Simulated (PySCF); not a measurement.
GeF3Br, SMILES [F][Ge]([Br])([F])[F]. Atoms are numbered in the order given.

```xyz
5

F     -1.3789    -0.7961     1.2955
Ge     0.0000     0.0000     0.6584
F      1.3789    -0.7961     1.2955
F      0.0000     1.5923     1.2955
Br     0.0000     0.0000    -1.6013
```
Charge 0, spin multiplicity 1.

Coordinates come from a B3LYP-D3(BJ)/def2-SVP optimisation.

The numbers are results of r2SCAN/def2-TZVP run with PySCF, not measurements.

Atomic charges (e):

```csv
atom,Mulliken,Löwdin
F1,-0.32,-0.09
Ge2,1.15,0.06
F3,-0.32,-0.09
F4,-0.32,-0.09
Br5,-0.18,0.21
```
